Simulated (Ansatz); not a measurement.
Harmonic vibrations of Hg3⁺ by finite differences.

```yaml
crystal:
  periodic: [false, false, false]
  atoms:
    - {symbol: Hg, position_ang: [-0.001592, 0.004437, -0.002319]}
    - {symbol: Hg, position_ang: [2.698595, 0.521387, -0.853513]}
    - {symbol: Hg, position_ang: [-2.697003, -0.525824, 0.855832]}
basis:
  gaussian: {orbitals: def2-TZVP}
total_charge: 1
magnetization: {spin_polarized: true, initial_magnetization: 1}
hamiltonian: {xc: pbe}
scf: {omitted_lower_state_checks: [starts]}
phonons: {temperatures: {t_min: 298.15, t_max: 900, t_step: 200}}
```

```sh
$ ansatz run in.yaml --threads 4 --pin off --events-out ev --progress --plain --max-ram 3916MiB
```

It prints (some lines left out):

```
Functional definition: PBE
  name "PBE"
  cite "Perdew, Burke & Ernzerhof, Phys. Rev. Lett. 77, 3865 (1996) doi:10.1103/PhysRevLett.77.3865"
  parent pbe
  parameter kappa = 0.804
  parameter beta = 0.06672455060314922
  exchange = pbe_x(kappa = kappa, mu = beta*pi^2/3)
  correlation = pbe_c(beta = beta)
these checks for a lower state are left out or cut short: starts
mean field -12527.66435438 eV, -460.3831734675 hartree, gradient 1.3e-5 eV, S^2 0.751628; 0 other end points of the search recorded, 0 dependent functions left out
the calculation of the forces begins
these checks for a lower state are left out or cut short: stability, starts, cluster_reference, orbital_swaps, neighbouring_geometries, increment
mean field -12527.66434956 eV, -460.3831732903 hartree, gradient 1.7e-6 eV, S^2 0.751628; 0 other end points of the search recorded, 0 dependent functions left out
the calculation of the forces begins
these checks for a lower state are left out or cut short: stability, starts, cluster_reference, orbital_swaps, neighbouring_geometries, increment
mean field -12527.66435513 eV, -460.3831734951 hartree, gradient 1.6e-6 eV, S^2 0.751628; 0 other end points of the search recorded, 0 dependent functions left out
the calculation of the forces begins
these checks for a lower state are left out or cut short: stability, starts, cluster_reference, orbital_swaps, neighbouring_geometries, increment
mean field -12527.66434700 eV, -460.3831731964 hartree, gradient 1.9e-6 eV, S^2 0.751628; 0 other end points of the search recorded, 0 dependent functions left out
the calculation of the forces begins
these checks for a lower state are left out or cut short: stability, starts, cluster_reference, orbital_swaps, neighbouring_geometries, increment
mean field -12527.66434583 eV, -460.3831731535 hartree, gradient 2.0e-6 eV, S^2 0.751628; 0 other end points of the search recorded, 0 dependent functions left out
the calculation of the forces begins
these checks for a lower state are left out or cut short: stability, starts, cluster_reference, orbital_swaps, neighbouring_geometries, increment
mean field -12527.66435446 eV, -460.3831734706 hartree, gradient 7.3e-6 eV, S^2 0.751628; 0 other end points of the search recorded, 0 dependent functions left out
the calculation of the forces begins
these checks for a lower state are left out or cut short: stability, starts, cluster_reference, orbital_swaps, neighbouring_geometries, increment
mean field -12527.66435253 eV, -460.3831733995 hartree, gradient 7.2e-6 eV, S^2 0.751629; 0 other end points of the search recorded, 0 dependent functions left out
the calculation of the forces begins
these checks for a lower state are left out or cut short: stability, starts, cluster_reference, orbital_swaps, neighbouring_geometries, increment
mean field -12527.66434933 eV, -460.3831732821 hartree, gradient 2.3e-6 eV, S^2 0.751627; 0 other end points of the search recorded, 0 dependent functions left out
the calculation of the forces begins
these checks for a lower state are left out or cut short: stability, starts, cluster_reference, orbital_swaps, neighbouring_geometries, increment
mean field -12527.66435175 eV, -460.3831733710 hartree, gradient 1.9e-6 eV, S^2 0.751630; 0 other end points of the search recorded, 0 dependent functions left out
the calculation of the forces begins
these checks for a lower state are left out or cut short: stability, starts, cluster_reference, orbital_swaps, neighbouring_geometries, increment
mean field -12527.66435529 eV, -460.3831735009 hartree, gradient 7.2e-6 eV, S^2 0.751629; 0 other end points of the search recorded, 0 dependent functions left out
the calculation of the forces begins
these checks for a lower state are left out or cut short: stability, starts, cluster_reference, orbital_swaps, neighbouring_geometries, increment
mean field -12527.66435165 eV, -460.3831733673 hartree, gradient 7.4e-6 eV, S^2 0.751628; 0 other end points of the search recorded, 0 dependent functions left out
the calculation of the forces begins
these checks for a lower state are left out or cut short: stability, starts, cluster_reference, orbital_swaps, neighbouring_geometries, increment
mean field -12527.66435118 eV, -460.3831733500 hartree, gradient 1.9e-6 eV, S^2 0.751630; 0 other end points of the search recorded, 0 dependent functions left out
the calculation of the forces begins
these checks for a lower state are left out or cut short: stability, starts, cluster_reference, orbital_swaps, neighbouring_geometries, increment
mean field -12527.66434993 eV, -460.3831733040 hartree, gradient 2.3e-6 eV, S^2 0.751627; 0 other end points of the search recorded, 0 dependent functions left out
the calculation of the forces begins
Total energy: -12527.66439734 eV, -460.3831750464 hartree
Atom 0 at    -0.001592     0.004437    -0.002319 Å, force     0.000325    -0.000986     0.000521 eV/Å
Atom 1 at     2.698595     0.521387    -0.853513 Å, force    -0.000678     0.000393    -0.000097 eV/Å
Atom 2 at    -2.697003    -0.525824     0.855832 Å, force     0.000353     0.000593    -0.000424 eV/Å
Dipole moment:     0.000112    -0.000300     0.000156 e Å
Vibrations: 17.31 17.32 59.35 105.27 cm⁻¹, zero-point energy 0.012352 eV
Checks for a lower state left out: starts
```

Run time 17 s (4 threads of Arm Neoverse V1 on a shared host).

In the def2 sets Hg takes a core potential; there is no spin–orbit coupling. The relaxation made no stability test and no search for a lower SCF solution. The structure comes from a short search, and lower isomers may exist.
